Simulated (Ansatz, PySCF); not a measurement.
Reaction (SMILES): FC(F)(F)C(Cl)Cl -> FC(F)(F)[C](Cl)Cl + H atom (the C-H bond at the site shown breaks; other sites are not compared here)
Each molecule is optimised on its own at B3LYP-D3(BJ)/def2-TZVP (Ansatz, a first-principles code), one conformer each, not searched for the lowest.

Wanted: bond dissociation energy (0 K, with B3LYP-D3(BJ) harmonic zero-point energies from PySCF), in eV. Cores are frozen in the correlated levels unless marked. Open shells are spin-unrestricted. Spin-orbit coupling is left out. No relativistic terms. Basis-set limits of correlation are two-point, X^-3; Hartree-Fock from the larger set. [CCSD(T)-MP2]/basis is that difference in the basis named.

| level | program | bond dissociation energy (eV) |
|---|---|---|
| PBE-D3(BJ)/def2-TZVPD | Ansatz + dftd3 | (withheld) |
| BLYP/def2-TZVPD | Ansatz | 3.74 |
| revPBE-D3(BJ)/def2-TZVPD | Ansatz + dftd3 | 3.72 |
| B3LYP/def2-TZVPD | Ansatz | (withheld) |
| PBE0/STO-3G | Ansatz | 5.09 |
| PBE0/6-31G* | Ansatz | (withheld) |
| PBE0/def2-SVP | Ansatz | 3.83 |
| PBE0-D3(BJ)/def2-TZVP | Ansatz + dftd3 | 3.82 |
| PBE0-D4/def2-TZVP | Ansatz + dftd4 | 3.82 |
| r2SCAN0-D4/def2-TZVPD | Ansatz + dftd4 | 3.81 |
| M06-2X/def2-TZVPD | PySCF | 4.04 |
| CAM-B3LYP-D3(BJ)/def2-TZVPD | Ansatz + dftd3 | 3.94 |
| B2GP-PLYP/def2-TZVPD | Ansatz | (withheld) |
| SCS-MP2/6-31G | Ansatz | 3.97 |
| RI-MP2/CBS(cc-pV(T+d)Z,cc-pV(Q+d)Z)+[CCSD(T)-MP2]/cc-pV(T+d)Z | Ansatz | 4.13 |

Problem. Some entries are withheld; supply them.

Solution. 
- PBE-D3(BJ)/def2-TZVPD, bond dissociation energy (eV): 3.75
- B3LYP/def2-TZVPD, bond dissociation energy (eV): 3.87
- PBE0/6-31G*, bond dissociation energy (eV): 3.90
- B2GP-PLYP/def2-TZVPD, bond dissociation energy (eV): 3.95
